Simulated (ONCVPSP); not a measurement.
# An all-electron radial function and its pseudo partner (neon)

Columns: radius, all-electron u(r) and pseudo u(r) of the 2p shell (level -54.70 eV) of neon in the configuration [He] 2s2 2p4; PBEsol, scalar-relativistic, ONCV scheme, ONCVPSP 4.0.1.

```
r (bohr)  all-electron  pseudo
   0.042        0.0479  0.0243
   0.085        0.1592  0.0960
   0.128        0.2965  0.2066
   0.170        0.4349  0.3401
   0.212        0.5657  0.4852
   0.255        0.6856  0.6319
   0.298        0.7883  0.7651
   0.340        0.8715  0.8744
   0.382        0.9379  0.9590
   0.425        0.9895  1.0200
   0.467        1.0254  1.0572
   0.510        1.0489  1.0765
   0.552        1.0604  1.0811
   0.595        1.0623  1.0757
   0.638        1.0557  1.0631
   0.680        1.0425  1.0458
   0.722        1.0237  1.0248
   0.765        0.9998  1.0000
   0.807        0.9730  0.9729
   0.850        0.9428  0.9427
   0.892        0.9112  0.9111
   0.935        0.8773  0.8773
   0.977        0.8433  0.8433
   1.020        0.8080  0.8079
   1.062        0.7733  0.7732
   1.105        0.7379  0.7378
```

Task: How many radial nodes do the two functions have?

Result: The all-electron 2p function has n − l − 1 = 0; the pseudo-wave has 0.

Task: At about which radius was the pseudo-wave matched?

Result: 0.85 bohr. The columns agree to 0.0005 from 0.77 bohr on; several derivatives are matched, so the curves merge somewhat inside the radius.

Task: Is the pseudo-wave norm-conserving?

Result: Yes: the ONCV scheme keeps the norm inside the radius equal to the all-electron one, which fixes the energy derivative of the logarithmic derivative at the level.
